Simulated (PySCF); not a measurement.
# Assignment exercise: C6H7BN2

Geometry:
```json
{"atom": "C1", "x (Å)": "4.445", "y (Å)": "0.900", "z (Å)": "1.117"}
{"atom": "C2", "x (Å)": "3.325", "y (Å)": "0.722", "z (Å)": "0.677"}
{"atom": "C3", "x (Å)": "2.062", "y (Å)": "0.524", "z (Å)": "0.180"}
{"atom": "C4", "x (Å)": "0.943", "y (Å)": "0.338", "z (Å)": "-0.267"}
{"atom": "C5", "x (Å)": "-0.403", "y (Å)": "0.138", "z (Å)": "-0.808"}
{"atom": "C6", "x (Å)": "-0.949", "y (Å)": "-1.304", "z (Å)": "-0.540"}
{"atom": "N7", "x (Å)": "-2.146", "y (Å)": "-1.097", "z (Å)": "0.244"}
{"atom": "B8", "x (Å)": "-2.409", "y (Å)": "0.274", "z (Å)": "0.451"}
{"atom": "N9", "x (Å)": "-1.393", "y (Å)": "1.012", "z (Å)": "-0.203"}
{"atom": "H10", "x (Å)": "5.436", "y (Å)": "1.049", "z (Å)": "1.506"}
{"atom": "H11", "x (Å)": "-0.336", "y (Å)": "0.307", "z (Å)": "-1.900"}
{"atom": "H12", "x (Å)": "-0.193", "y (Å)": "-1.906", "z (Å)": "-0.007"}
{"atom": "H13", "x (Å)": "-1.154", "y (Å)": "-1.813", "z (Å)": "-1.498"}
{"atom": "H14", "x (Å)": "-2.673", "y (Å)": "-1.892", "z (Å)": "0.568"}
{"atom": "H15", "x (Å)": "-3.335", "y (Å)": "0.738", "z (Å)": "1.065"}
{"atom": "H16", "x (Å)": "-1.236", "y (Å)": "2.008", "z (Å)": "-0.216"}
```

Non-relativistic Hamiltonian, one computed conformer, no solvent model. PBE0-D3(BJ)/def2-SVP geometry; spin–spin couplings from B3LYP/pcJ-1 (spin–dipole term only in couplings to heteroatoms); B97-2/pcSseg-1 with gauge-including orbitals; PySCF 2.14.

δ = σ(ref) − σ, references computed at the same level: 13C and 1H vs TMS.

Q: Assign these signals to the numbered atoms. 13C{1H} NMR (computed): δ 79.5 (C), 71.1 (C), 70.0 (CH), 69.4 (C), 54.6 (CH2), 48.5 (CH).

A: 
| δ (ppm) | atoms | environment | reason |
| --- | --- | --- | --- |
| 79.5 | C4 | alkyne carbon | sp carbons lie upfield of alkene carbons because the cylindrical π system leaves one tensor component strongly shielded |
| 71.1 | C3 | alkyne carbon | – |
| 70.0 | C1 | terminal alkyne carbon | the triple bond shields along its axis, which puts it between sp3 and sp2 carbons |
| 69.4 | C2 | alkyne carbon | the triple bond shields along its axis, which puts it between sp3 and sp2 carbons |
| 54.6 | C6 | sp3 CH2 bonded to N | deshielded by the electronegative neighbour |
| 48.5 | C5 | propargylic sp3 CH bonded to N | deshielded by the electronegative neighbour |

C3 and C1; C1 and C2 lie closer than the usual error of such a calculation, so a measured spectrum could show them in the other order.

Q: Assign these signals to the numbered atoms. 1H NMR (400 MHz, computed): δ 4.50 (ddd, J = 13.8, 6.2, 2.0 Hz, 1H), 4.13 (br, 1H), 3.73 (dd, J = 13.8, 10.3 Hz, 1H), 3.51 (dd, J = 10.3, 6.2 Hz, 1H), 2.42 (br s, 1H), 2.17 (br s, 1H), 1.83 (d, J = 2.0 Hz, 1H).

A: 
| δ (ppm) | atoms | environment | reason |
| --- | --- | --- | --- |
| 4.50 | H11 | hydrogen on a propargylic sp3 CH bonded to N | its carbon carries N, an electronegative neighbour |
| 4.13 | H15 | hydrogen on a boron bonded to 2 N, in a 5-membered ring | – |
| 3.73 | H13 | hydrogen on an sp3 CH2 bonded to N | its carbon carries N, an electronegative neighbour |
| 3.51 | H12 | hydrogen on an sp3 CH2 bonded to N | – |
| 2.42 | H16 | hydrogen on a nitrogen bonded to C, B, in a 5-membered ring | exchangeable, gas-phase position |
| 2.17 | H14 | hydrogen on a nitrogen bonded to C, B, in a 5-membered ring | – |
| 1.83 | H10 | hydrogen on a terminal alkyne carbon | it lies on the axis of the triple bond, in its shielding cone |

OH/NH shifts are gas-phase values; hydrogen bonding in solution moves them, usually downfield. Hydrogens on boron are broadened and split by 11B (spin 3/2, 80 %) and 10B (spin 3). Splittings below 1 Hz are ignored in the labels, and close J values are merged. Unscaled 3J(H,H) at this level run about 10 % above measured values. Shifts are as computed. Against solution values, carbons near 30 ppm lie about +1 ppm off and those near 130 ppm about +2 ppm. Of 1313 compounds with measured shifts, 239 miss one by over three times the rms of a fit or turn the order of signals round; such compounds aren't used in these exercises. Couplings to exchangeable protons are dropped. Only one conformer was computed, so three-bond couplings in flexible chains and rings are approximate.
